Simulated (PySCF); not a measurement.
# Correlation energy of Sn (tin, neutral)

[Kr] 4d10 5s1 5p3, 5s spin antiparallel (an excited configuration). All numbers are calculated (PySCF 2.14, a scalar-relativistic core potential, in aug-cc-pVTZ-PP with ECP28MDF). Frozen: 4s2 4p6 4d10; 4 electrons correlated.

MP2 pair energies summed by pair of shells (mhartree):

| pair | energy | share (%) |
| --- | --- | --- |
| 5s-5p | -66.48 | 83.2 |
| 5p-5p | -13.44 | 16.8 |

Total MP2 correlation energy: -79.91 mhartree.

Same-spin part -13.44 and opposite-spin part -66.48 mhartree; SCS-MP2 scales them by 1/3 and 6/5 to -84.25 mhartree.
